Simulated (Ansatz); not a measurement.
Gas-phase reaction in SMILES: CB([S])S -> CB([S-])S (an electron is taken up)
Geometries: B3LYP-D3(BJ)/def2-TZVP minima from Ansatz (a program for electronic structure), one conformer each, not searched for the lowest.

Property: adiabatic electron affinity (electronic energy difference), positive where the reaction releases energy, in eV. Valence correlation only, unless marked. Open shells are spin-unrestricted. Spin-orbit coupling is left out. No relativistic terms. Anions need diffuse functions: aug- sets have them; def2-D sets add few; the other sets have none. CBS marks a two-point X^-3 extrapolation of the correlation energy; Hartree-Fock from the larger set.

```csv
level,program,adiabatic electron affinity (eV)
r2SCAN0/def2-TZVPD,Ansatz,2.57
wB97X-V/def2-TZVPD,Ansatz,?
B2GP-PLYP/def2-TZVPD,Ansatz,2.66
B2PLYP-D3(BJ)/def2-TZVPD,Ansatz + dftd3,2.66
SCS-MP2/6-31G,Ansatz,2.07
SCS-MP2/cc-pV(D+d)Z,Ansatz,2.06
CCSD/cc-pV(Q+d)Z,Ansatz,2.57
"CCSD(T)/CBS(aug-cc-pV(T+d)Z,aug-cc-pV(Q+d)Z)",Ansatz,?
```

**Question.** Some entries are withheld; supply them.

**Answer.** 
- wB97X-V/def2-TZVPD, adiabatic electron affinity (eV): 2.65
- CCSD(T)/CBS(aug-cc-pV(T+d)Z,aug-cc-pV(Q+d)Z), adiabatic electron affinity (eV): 2.83
